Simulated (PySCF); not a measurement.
SMILES Cl[SiH](Cl)CC[SiH2]C, singlet at its GFN2-xTB optimised geometry (Å):

```
17

Si    -1.4762    -0.4533     0.0000
Cl    -2.1478     1.4498     0.0000
Cl    -2.1160    -1.3780    -1.6827
C      0.4251    -0.4533     0.0000
C      1.0788     0.4609     1.0397
Si     0.8596    -0.0950     2.8482
C      1.9342     1.0121     3.9516
H     -2.0687    -1.1459     1.1358
H      0.7857    -1.4734     0.1470
H      0.7684    -0.1536    -0.9967
H      2.1478     0.5198     0.8190
H      0.6895     1.4734     0.9181
H      1.2832    -1.4978     2.9722
H     -0.5499     0.0188     3.2461
H      2.9869     0.9332     3.6956
H      1.6514     2.0568     3.8601
H      1.8300     0.7349     4.9958
```

Calculation: PBE0/def2-SVP (PySCF). Cells within 0.4 Å of a nucleus heavier than hydrogen are left out (blank, or x).

Map of the deformation density (molecule minus spherical neutral atoms) (e/bohr³) on the plane z = 0.0 Å:

```
|111111111111111111111111111|
|111111111111111111111111111|
|111111111111111111111111111|
|111111111111111111111111111|
|111111111111111111111111111|
|111111111111111111111111111|
|111110001111111111111111111|
|111110012111111111111111111|
|111112xx3211111111111111111|
|111113xx1211110000111111111|
|111112101211000000011111111|
|111111234210000000011111111|
|111111233111100110001111111|
|111110011013422310001111111|
|11111000xx1577xx00001111111|
|11111000xx1465xx10011111111|
|111110010002226941011111111|
|111111110000115941111111111|
|111111110000011210111111111|
|111111111001110001111111111|
|111111111111111111111111111|
|111111111111111111111111111|
|111111111111111111111111111|
|111111111111111111111111111|
|111111111111111111111111111|
|111111111111111111111111111|
|111111111111111111111111111|
```
Scale: ten equal steps from -0.014 (start of '0') to 0.082 (end of '9'), in the order '0123456789'; x runs from -4.50 to 4.50, y from -4.50 (bottom) to 4.50 (top).
